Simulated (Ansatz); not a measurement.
Program: Ansatz. Geometries: PBE0-D4/def2-TZVP. ΔE: electronic, gas phase. CCSD(T)/CBS is the MP2 limit (def2-TZVPP, def2-QZVPP) plus CCSD(T) − MP2 in def2-TZVPP, frozen cores. This one scheme is used for every species. Functionals use def2-TZVPP. B3LYP here is the variant with VWN-RPA as its local correlation; programs differ in this. Each species was taken in one conformer, which may not be the lowest.

`C=C(C)[SiH2][AlH2]` + H–F → `F[SiH2][AlH2]` + `C=CC`  (ligand exchange at the Si–C bond)

(1) Is it downhill or uphill in electronic energy at CCSD(T)/CBS, and by how much? (An estimate is asked.)

(2) What do these levels give: LDA (SPW92), CAM-B3LYP-D4, ωB97X-V, B2PLYP, BLYP, B3LYP, r2SCAN0, BHLYP, LC-ωPBE, CCSD(T)/def2-TZVPP, MP2/def2-QZVPP, SCS-MP2/def2-QZVPP? (Estimate.)

Largest T1 diagnostic among the species: 0.012.

Results:

(1) Computed: Downhill: ΔE = -116.9 kJ/mol.

(2) The calculation gave: LDA (SPW92) -106.4, CAM-B3LYP-D4 -131.1, ωB97X-V -124.5, B2PLYP -130.6, BLYP -139.5, B3LYP -138.6, r2SCAN0 -123.9, BHLYP -143.0, LC-ωPBE -125.2, CCSD(T)/def2-TZVPP -116.3, MP2/def2-QZVPP -113.5, SCS-MP2/def2-QZVPP -123.7 kJ/mol.

In def2-TZVPP, CCSD(T) changes the Hartree–Fock value by +38.3 kJ/mol (the triples alone add +6.4 kJ/mol) and MP2 by +42.2 kJ/mol. From BLYP to BHLYP (50 % exact exchange), in def2-TZVPP and without D4, ΔE moves by −3.5 kJ/mol. Leaving LDA and LC-ωPBE aside and taking each functional with its dispersion term where it has one, the values, not all of them listed here, spread over 29.3 kJ/mol, from CAM-B3LYP-D4 to revPBE-D4. LDA lies +10.8 kJ/mol from PBE without D4.
